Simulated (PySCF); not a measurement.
C₃H₁₁BO₂SSi, SMILES C[Si](C)(C)SB(O)O (GFN2-xTB optimised geometry):

```
19

Si    -1.354    -0.255    -0.003
C     -1.669     0.761     1.578
C     -1.664     0.757    -1.588
C     -2.395    -1.848    -0.003
S      0.700    -1.014     0.001
B      1.665     0.510     0.000
O      3.019     0.510     0.000
O      1.014     1.700     0.000
H     -1.451     0.177     2.469
H     -1.043     1.647     1.600
H     -2.705     1.080     1.636
H     -1.449     0.170    -2.477
H     -2.698     1.082    -1.646
H     -1.033     1.640    -1.613
H     -2.194    -2.452     0.876
H     -3.453    -1.612    -0.013
H     -2.180    -2.461    -0.873
H      3.453    -0.341     0.000
H      1.597     2.461     0.000
```

Calculation: CAM-B3LYP/def2-SVP run with PySCF.

Question: What are the frontier orbital energies and the dipole moment?

Answer: HOMO-2 -9.77 eV, HOMO-1 -9.33 eV, HOMO -8.17 eV, LUMO 2.34 eV, LUMO+1 2.51 eV; dipole moment 0.95 D.

On the same geometry PBE/def2-SVP (PySCF) gives HOMO-2 -7.10 eV, HOMO-1 -6.77 eV, HOMO -5.66 eV, LUMO 0.46 eV, LUMO+1 0.69 eV; dipole moment 0.99 D.

Meta-Löwdin charges at CAM-B3LYP/def2-SVP: Si1 0.89, C2 -0.54, C3 -0.54, C4 -0.54, S5 -0.29, B6 0.34, O7 -0.49, O8 -0.50, H9 0.11, H10 0.12, H11 0.11, H12 0.11, H13 0.11, H14 0.12, H15 0.11, H16 0.11, H17 0.11, H18 0.34, H19 0.33.
